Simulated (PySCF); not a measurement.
Input for PySCF:
```python
from pyscf import gto, scf, cc

mol = gto.Mole()
mol.atom = '''
    Si   -0.000000    0.000000    0.000000
    Cl    1.154087    1.151220    1.183261
    Cl   -1.188553   -1.157440    1.142368
    Cl    1.171487   -1.168380   -1.148842
    Cl   -1.137021    1.174600   -1.176787
'''
mol.basis = 'sto-3g'
mol.charge = 0
mol.spin = 0
mol.verbose = 4
mol.build()

mf = scf.RHF(mol)
mf.kernel()

mycc = cc.CCSD(mf, frozen=25)
mycc.kernel()
print('E(CCSD) = %.10f' % mycc.e_tot)
```

Problem. Predict the SCF-reference Mulliken (on the basis functions themselves) charges in atom order from CCSD/STO-3G in PySCF.

Solution. Si1 1.14, Cl2 -0.28, Cl3 -0.28, Cl4 -0.28, Cl5 -0.28

Problem. Give the coupled-cluster correlation energy (without the perturbative part) at the level CCSD/STO-3G.

Solution. -0.0619 Eh

Problem. Estimate the SCF-reference HOMO energy that CCSD/STO-3G returns for this input.

Solution. -12.12 eV

Problem. Give the T1 diagnostic at the level CCSD/STO-3G.

Solution. 0.006

Problem. Predict the number of basis functions from CCSD/STO-3G.

Solution. 45
